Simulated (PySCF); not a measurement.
Computed shifts of a molecule C2H7BFN, B3LYP/pcSseg-1 (PySCF), GIAO, gas phase, atoms alike by connectivity averaged where their shifts nearly agree, in ppm (number of nuclei): ¹H: 4.50 (1), 3.01 (6). ¹⁹F: -118.0 (1). ¹⁵N: 111.5 (1). ¹³C: 42.6 (1), 37.6 (1). References: ¹¹B against BF3 (σ = 86.3 ppm); ¹H against TMS (σ = 31.68 ppm); ¹⁹F against CFCl3 (σ = 161.7 ppm); ¹⁵N against NH3 (σ = 265.5 ppm); ¹³C against TMS (σ = 181.3 ppm), references at their B3LYP-D3(BJ)/def2-TZVP geometries, non-relativistic. Coordinates come from a B3LYP-D3(BJ)/def2-SVP optimisation. Other conformers were not sampled.

Q: Which molecule gave these data?
(A) CNB(C)F
(B) CB(N)CF
(C) CN(C)BF
(D) CCB(N)F

A: C, CN(C)BF
